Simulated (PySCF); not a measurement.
C2H8SeSi, SMILES C[SiH](C)[SeH]. Coordinates come from a PBE-D3(BJ)/def2-SVP optimisation. One conformer was computed; it need not be the lowest.

Level of theory: PBE-D3(BJ)/def2-SVP (PySCF).

Harmonic wavenumbers (cm⁻¹): 134, 156, 159, 178, 180, 213, 360, 557, 599, 641, 676, 743, 746, 832, 854, 866, 1209, 1216, 1373, 1376, 1381, 1389, 2155, 2348, 2971, 2972, 3068, 3069, 3087, 3087. Rotational constants (GHz): 5.219, 1.808, 1.471; symmetry number 1.

Question: Work out the zero-point energy and the ideal-gas rigid-rotor harmonic-oscillator thermochemistry at 298.15 K and 1 atm.

Answer: ZPE = ½ Σ hcν = ½ × 38595 cm⁻¹ = 55.17 kcal/mol. H − E(el) = 60.73 kcal/mol. Entropy in cal/(mol K): translation 40.70, rotation 27.54, vibration 18.76, total 87.00. G − E(el) = 34.79 kcal/mol. Cp = 28.82 cal/(mol K). Modes under 150 cm⁻¹ make the vibrational entropy uncertain.
